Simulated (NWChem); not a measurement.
Species: SOF anion

```xyz
3

O     -0.6075     1.2608     0.0000
S      0.5010     0.1719     0.0000
F     -0.3508    -1.4264     0.0000
```
Atoms are numbered in this order, from 1.

All runs: NWChem. Sets without diffuse functions describe the anion's extra electron poorly. All runs use the structure optimised with B3LYP/def2-SVPD. The highest occupied level is positive in some or all of these runs, so the extra electron may be held by the finite basis. Total energies compare along this basis series because the functional is fixed.

```tsv
level	basis functions	energy (Ha)	highest occupied level (eV)	orbital gap (eV)
PBE0/pcseg-1	46	-572.8748	1.22	4.10
PBE0/aug-pcseg-1	73	-572.9060	0.50	3.54
PBE0/pcseg-2	94	-573.0429	0.83	4.03
PBE0/STO-3G	19	-565.7920	9.02	4.66
PBE0/def2-SVP	46	-572.6439	1.78	4.27
```
